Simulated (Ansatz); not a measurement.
Start from `FC(F)(Br)Br` and change one atom or group to get `FC(F)(Cl)Br`.

Ansatz, PBE0-D4/def2-TZVP geometries, multiplicity 1. 

Scalar relativity is left out up to krypton.

```
                                          property  `FC(F)(Br)Br`
               HOMO–LUMO gap (PBE/def2-TZVPP) / eV           4.61
             HOMO–LUMO gap (B3LYP/def2-TZVPP) / eV           6.36
size of the dipole moment (ωB97M-V/def2-TZVPP) / D           0.47
             LUMO energy (ωB97M-V/def2-TZVPP) / eV           0.45
    zero-point energy (PBE0-D4/def2-TZVP) / kJ/mol           31.5
  size of the dipole moment (B3LYP/def2-TZVPP) / D           0.46
```

Give the same properties after the change, and the shifts. (Estimate.)

Ansatz gave: 
| property | `FC(F)(Cl)Br` | shift |
| --- | --- | --- |
| HOMO–LUMO gap (PBE/def2-TZVPP) / eV | 5.15 | 0.54 |
| HOMO–LUMO gap (B3LYP/def2-TZVPP) / eV | 6.97 | 0.61 |
| size of the dipole moment (ωB97M-V/def2-TZVPP) / D | 0.46 | -0.01 |
| LUMO energy (ωB97M-V/def2-TZVPP) / eV | 0.86 | 0.41 |
| zero-point energy (PBE0-D4/def2-TZVP) / kJ/mol | 33.2 | 1.7 |
| size of the dipole moment (B3LYP/def2-TZVPP) / D | 0.45 | -0.01 |

With PBE0 the HOMO falls by 0.27 eV and the LUMO rises by 0.36 eV, so the gap widens by about 0.63 eV. PBE moves the HOMO by -0.22 eV and ωB97M-V by -0.30 eV. Dipoles are sizes alone; their direction can turn.

B3LYP here is the variant with VWN-RPA as its local correlation; programs differ in this.

Spin–orbit coupling is left out; it splits and shifts lone-pair levels of the heavy atoms by tenths of an eV.
